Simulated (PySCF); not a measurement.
C4H4N2. Atoms are numbered in the order given.

```xyz
10

C      0.0000     0.0000     2.0333
C      0.0000     0.0000     0.6873
N      0.0000    -1.1765    -0.0949
C      0.0000    -0.7394    -1.3149
C      0.0000     0.7394    -1.3149
N      0.0000     1.1765    -0.0949
H      0.0000     0.9456     2.5773
H      0.0000    -0.9456     2.5773
H      0.0000    -1.4014    -2.1854
H      0.0000     1.4014    -2.1854
```

Geometry optimised at B3LYP-D3(BJ)/def2-SVP.

These are PBE/pcSseg-1 (PySCF) values and carry that method's errors.

GIAO shieldings, no solvent; atoms alike by connectivity are averaged. δ = σ(ref) − σ: ¹³C against TMS (σ = 182.0 ppm); ¹⁵N against NH3 (σ = 267.0 ppm); ¹H against TMS (σ = 31.49 ppm), references at their B3LYP-D3(BJ)/def2-TZVP geometries, non-relativistic.

```tsv
nucleus	atoms	count	δ (ppm)
¹³C	C2	1	180.9
¹³C	C4, C5	2	164.8
¹³C	C1	1	142.6
¹⁵N	N3, N6	2	391.0
¹H	H9, H10	2	8.29
¹H	H7, H8	2	7.02
```
